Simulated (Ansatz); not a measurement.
`F[SiH]([SiH3])I`, charge 0, multiplicity 1.

(1) Give a relaxed structure at PBE0-D4/def2-TZVP (Ansatz). (An estimate is asked.)

Results:

(1) Computed: 
Cartesian coordinates in Å:
```
F -1.888 0.444 1.178
Si -1.006 0.451 -0.156
Si 1.164 -0.286 0.305
I -2.012 -1.089 -1.756
H -1.103 1.811 -0.737
H 1.809 0.590 1.318
H 1.939 -0.239 -0.961
H 1.098 -1.681 0.809
```
